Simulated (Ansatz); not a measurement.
```yaml
crystal:
  periodic: [false, false, false]
  atoms:
    - {symbol: Sn, position_ang: [-1.141638, -0.079594, -2.060526]}
    - {symbol: Sn, position_ang: [-0.544042, -1.906729, 1.273963]}
    - {symbol: Sn, position_ang: [2.323641, 0.046546, -0.390425]}
    - {symbol: Sn, position_ang: [-0.637970, 1.939740, 1.177221]}
    - {symbol: Se, position_ang: [-2.418946, -0.048710, 0.406708]}
    - {symbol: Se, position_ang: [1.188537, 0.083232, 2.145216]}
    - {symbol: Se, position_ang: [0.663816, -2.019462, -1.225865]}
    - {symbol: Se, position_ang: [0.566601, 1.984966, -1.326292]}
basis:
  gaussian: {orbitals: def2-TZVP}
total_charge: -1
magnetization: {spin_polarized: true, initial_magnetization: 1}
hamiltonian: {xc: pbe0, dispersion: d4}
scf: {omitted_lower_state_checks: [starts]}
output: {orbitals: {seedname: orbitals}}
```

```sh
$ ansatz run in.yaml --threads 4 --pin off --events-out ev --progress --plain --max-ram 6963MiB
```

**Question.** Does this run fit into the memory that it is given?

**Answer.** No. It has 392 basis functions, and Ansatz plans for 8 GiB where 7 GiB are given.
